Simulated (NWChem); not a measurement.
Species: C2H6AuS cation; SMILES C[S](C)->[Au+]

Results from NWChem. Structure relaxed at the PBE0/def2-SVP level. No frequency run checked for a minimum. The spin multiplicity was typed, not searched, and may not be the lowest. def2 effective core potentials on Au; no spin-orbit coupling. Level PBE/def2-SVP: energy and gradient on several grids; changes count from the extra-fine grid, which is no exact limit either.

Task: Which is the coarsest grid (medium; xcoarse; fine; coarse; xfine) from which on the energy stays within 500 μHa and each gradient component within 500 μHa/bohr of xfine?

Result: coarse.
```tsv
grid	size of the energy change (μHa)	largest change of a gradient component (μHa/bohr)
xcoarse	900	1000
coarse	10	60
medium	< 10	< 30
fine	< 10	< 30
xfine	< 10	< 30
```
